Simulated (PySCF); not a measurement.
Xenon: a sound run and one with changed settings

Sound run: Xe⁺ [Kr] 4d10 5s2 5p5, Xe²⁺ [Kr] 4d10 5s2 5p4. Calculation: PySCF 2.14, in def2-SVP with the def2 core potential (28 electrons) (6s5p3d2f, 50 functions); a scalar-relativistic core potential. The sound run starts from symmetry-adapted Hartree-Fock orbitals and uses a fine grid where one is needed.

Changed run: basis STO-3G, all-electron and non-relativistic. This setting is unsound on purpose.

```tsv
species	method	sound run (hartree)	changed run (hartree)	converged
Xe⁺	UHF	-327.87704	-7161.76014	yes
Xe⁺	LDA	-328.45439	-7157.63413	yes
Xe⁺	BP86	-329.04180	-7164.39466	yes
Xe²⁺	UHF	-327.13922	-7161.05271	yes
Xe²⁺	LDA	-327.66931	-7156.86984	yes
Xe²⁺	BP86	-328.26235	-7163.63314	yes
```

Ionisation energy of Xe⁺:

```
method  sound run (eV)  changed run (eV)
   UHF          20.077            19.250
   LDA          21.363            20.798
  BP86          21.210            20.722
```

A minimal basis cannot let orbitals breathe on ionisation and holds almost no correlation. The Hamiltonian changed with the basis, so the totals do not compare.

For comparison, NIST gives 20.975 eV between the lowest levels.
